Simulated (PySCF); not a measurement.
SMILES [SeH]CCB(O)O (C2H7BO2Se) (GFN2-xTB optimised geometry):

```
13

O     -1.062    -1.903     0.001
B     -0.317    -0.776     0.000
O      1.041    -0.776     0.000
C     -1.091     0.622     0.000
C     -0.239     1.839    -0.326
Se     1.118     2.252     1.039
H     -0.604    -2.745     0.021
H      1.486    -1.624     0.007
H     -1.555     0.762     0.979
H     -1.914     0.577    -0.716
H      0.291     1.717    -1.271
H     -0.849     2.745    -0.374
H      1.914     1.081     0.818
```

Computed with CAM-B3LYP/def2-TZVP (PySCF).

Q: What are the frontier orbital energies and the dipole moment?

A: HOMO-2 -10.33 eV, HOMO-1 -9.59 eV, HOMO -7.39 eV, LUMO 0.84 eV, LUMO+1 1.70 eV; dipole moment 3.76 D.

Meta-Löwdin charges at CAM-B3LYP/def2-TZVP: O1 -0.52, B2 0.47, O3 -0.53, C4 -0.33, C5 -0.26, Se6 -0.07, H7 0.34, H8 0.34, H9 0.13, H10 0.12, H11 0.12, H12 0.12, H13 0.07.
